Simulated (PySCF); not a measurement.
**Electron affinity of Tl by level of theory**

Tl⁻ [Xe] 4f14 5d10 6s2 6p2 (3P) → Tl [Xe] 4f14 5d10 6s2 6p1 (2P), as a difference of total energies. All numbers are calculated (PySCF 2.14, scalar relativity through the core potential, in def2-TZVPPD with the def2 core potential (60 electrons)). Correlated levels: valence: 5s2 5p6 5d10 frozen; valence and next inner shell: nothing frozen outside the core potential. The calculations carry no spin-orbit coupling.

```csv
method,electron affinity (eV)
UHF,-0.111
LDA,0.437
PBE,0.296
PBE0,0.279
r2SCAN,0.350
BLYP,0.148
revPBE,0.243
TPSSh,0.215
HSE06,0.311
MP2 (valence),0.117
SCS-MP2 (valence),0.042
MP2 (valence and next inner shell),0.158
SCS-MP2 (valence and next inner shell),0.045
```

Spin-orbit coupling is strong in these open shells (close to jj coupling). The scalar numbers leave it out and a first-order estimate fails, so it can dominate the gap to the real levels.

Errors of the correlated levels include the incompleteness of this basis and the frozen core.

A negative affinity means that the anion lies above the atom at that level of theory.

In the anion the highest occupied orbital energy is positive at LDA, PBE, PBE0, r2SCAN, BLYP, revPBE, TPSSh, HSE06, a self-interaction effect; the basis confines that electron, and the energy difference can still be sensible.

For comparison: 0.320 eV (measured; photodetachment measurements, as compiled on the Wikipedia data page of electron affinities).
